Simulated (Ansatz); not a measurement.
`[AlH2][NH][SiH2][GeH3]` + H₂Te → `[GeH3][TeH]` + `[AlH2][NH][SiH3]` at 700 K and 1 bar (cleavage of the Ge–Si bond).

Calculated with Ansatz (gas phase, PBE0-D4/def2-TZVP geometries, no zero-point term in ΔE). CBS: MP2 limit from def2 TZ/QZ plus the TZ coupled-cluster correction, frozen cores. def2 core potentials past Kr. For Ge, Te outer-core shells are correlated without core-valence functions, which leaves a few kJ/mol of doubt a bond. Scalar relativity is left out up to krypton. Each species was taken in one conformer, which may not be the lowest.

```json
{"species": "`[AlH2][NH][SiH2][GeH3]`", "CCSD(T)/CBS energy (Eh)": "-2666.76326", "H − E (kJ/mol)": "281.3", "S (J/(mol·K))": "537.4"}
{"species": "H₂Te", "CCSD(T)/CBS energy (Eh)": "-268.91024", "H − E (kJ/mol)": "57.2", "S (J/(mol·K))": "261.6"}
{"species": "`[GeH3][TeH]`", "CCSD(T)/CBS energy (Eh)": "-2346.24724", "H − E (kJ/mol)": "128.8", "S (J/(mol·K))": "384.0"}
{"species": "`[AlH2][NH][SiH3]`", "CCSD(T)/CBS energy (Eh)": "-589.44550", "H − E (kJ/mol)": "212.2", "S (J/(mol·K))": "417.7"}
```

H − E and S are ideal-gas, rigid-rotor, harmonic terms from PBE0-D4/def2-TZVP, for one conformer and one mirror image of each species. 1 Eh = 2625.50 kJ/mol, R = 8.31446 J/(mol·K).

Question: By hand: ΔE, ΔH, ΔS and ΔG.

Answer: ΔE = (-2346.24724) + (-589.44550) − (-2666.76326) − (-268.91024) = -0.01924 Eh = -50.5 kJ/mol. Δ(H − E) = 128.8 + 212.2 − 281.3 − 57.2 = 2.5, so ΔH = -48.0 kJ/mol. ΔS = 384.0 + 417.7 − 537.4 − 261.6 = 2.7 J/(mol·K). ΔG = -48.0 − 700 × (2.7)/1000 = -49.9 kJ/mol.

Question: By hand: the equilibrium constant, and the temperature at which ΔG would vanish if ΔH and ΔS stayed fixed.

Answer: log₁₀ K = −ΔG/(RT ln 10) = 3.7. ΔH and −TΔS have one sign here, so there is no such temperature. One of them is within its doubt of zero, so this could turn.

The number of gas molecules stays the same, so ΔS is small and ΔH decides. A doubt of 5 kJ/mol in ΔE shifts log₁₀ K by 0.4 here. Other conformers and mirror images would add mixing entropy, several J/(mol·K) or more a flexible species. Modes under 60 cm⁻¹, often nearly free rotors, make the harmonic entropy too high. These are equilibria of isolated gas molecules and say nothing of rates. Largest T1 diagnostic: 0.012 (customary marks: 0.02 for closed shells, 0.045 for open ones).
